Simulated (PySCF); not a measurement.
C₃H₁₃NSi₃.
Numbering: `[SiH3:1][N:2]([SiH3:3])[CH:4]1[CH2:5][SiH2:6][CH2:7]1`

Structure used (GFN2-xTB), in Å, numbered top down from 1:
```
atom  x, y, z in Å
Si1    1.1080    1.1921   -1.2996
N2     1.0216    0.0652    0.0193
Si3    2.4241   -0.5192    0.8527
C4    -0.2499   -0.4112    0.5095
C5    -1.2646    0.6895    0.9045
Si6   -2.6244   -0.1383   -0.1416
C7    -1.0916   -1.2028   -0.5223
H8     1.5668    2.4995   -0.8134
H9    -0.2176    1.3388   -1.9012
H10    2.0501    0.6704   -2.2925
H11    2.4493   -1.9849    0.7774
H12    2.3584   -0.1151    2.2628
H13    3.5858    0.0637    0.1930
H14   -0.0551   -1.0485    1.3774
H15   -1.4158    0.7646    1.9794
H16   -0.9465    1.6681    0.5526
H17   -3.1887    0.6437   -1.2418
H18   -3.6869   -0.8050    0.6143
H19   -1.1380   -2.2683   -0.3064
H20   -0.6902   -1.0917   -1.5271
```

Probes without a nucleus sit at each ring's centroid and 1 Å off its mean plane on both sides; NICS is minus the shielding there, NICSzz its component along the normal. Level: GIAO PBE0/pcSseg-1 (PySCF, non-relativistic, gas phase) on the GFN2-xTB geometry, one conformer.

Ring bond lengths (Å), with Mayer bond orders in brackets: C4–C5 1.548 (0.97), C5–Si6 1.905 (0.94), Si6–C7 1.905 (0.94), C7–C4 1.549 (0.97).

Give the NICS values of each ring in ppm.

| ring | type | NICS(0) | NICS(1), two faces | NICS(1)zz, two faces | rms pucker (Å) | centre to ring atoms, mean (Å) |
| --- | --- | --- | --- | --- | --- | --- |
| C4–C5–Si6–C7 | 4-membered ring with Si; formal bonds all single | 0.5 | -1.6 / -0.2 | 2.5 / 4.7 | 0.04 | 1.22 |

What do they say, and how far can they be read as aromaticity?

- C4–C5–Si6–C7: mean NICS(1)zz 3.6 ppm, deshielded. C4, C5, Si6, C7 have four or more neighbours, and the NICS criterion for π rings isn't applied.

What field does 11.7 T along the ring normal induce along that normal at the first NICS(1) probe listed for ring C4–C5–Si6–C7, 1 Å off the ring?

NICSzz × B0 = 2.5 ppm × 11.7 T = 29 μT, along the applied field.

How shielded are the nuclei of the rings and their hydrogens (means over atoms taken as equivalent)?

```
   atoms                   environment  σ isotropic (ppm)  principal values of the symmetric part, first atom (ppm)
      C4  sp3 carbon bound to nitrogen              132.1                                       109.8, 134.7, 151.9
 C5 (×2)   sp3 carbon bound to silicon              163.6                                       133.5, 158.0, 201.2
     Si6                  SiH2 silicon              406.6                                       356.8, 426.4, 436.6
     H14              methine hydrogen              28.18                                          24.1, 29.6, 30.8
H15 (×2)            methylene hydrogen              29.46                                          25.8, 27.1, 35.5
H16 (×2)            methylene hydrogen              30.22                                          26.7, 30.0, 34.0
     H17                 Si–H hydrogen              27.09                                          23.8, 25.2, 32.2
     H18                 Si–H hydrogen              27.30                                          24.1, 25.2, 32.6
```
